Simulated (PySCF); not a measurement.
oxetane-3-carbonitrile (C₄H₅NO), SMILES N#CC1COC1.

The structure is a stationary point at TPSSh-D3(BJ)/def2-SVP.

Two levels are set side by side: TDA-PBE/def2-SVPD (PySCF) and TDA-PBE0/def2-SVPD (PySCF). Vertical, same geometry. The lowest singlet is HOMO→LUMO 100 % with PBE and HOMO→LUMO 99 % with the other functional; states are paired by order. Differences are taken from unrounded values.

```csv
quantity,TDA-PBE0
lowest singlet excitation (eV),6.80
lowest triplet excitation (TDA) (eV),6.00
```

Question: What does TDA-PBE give, and how far is it from TDA-PBE0? (The exact figures need the calculation; the answer reports its results.)

Answer: 
```tsv
quantity	TDA-PBE	TDA-PBE minus TDA-PBE0
lowest singlet excitation (eV)	5.45	-1.35
lowest triplet excitation (TDA) (eV)	5.39	-0.61
```

Functionals without exact exchange tend to place singlet excitations lower, as here. Differences between two approximate levels are no errors against the true value.

Rough cost on one machine, each run with all the roots and properties that it gave: TDA-PBE0 against TDA-PBE about 3 times.
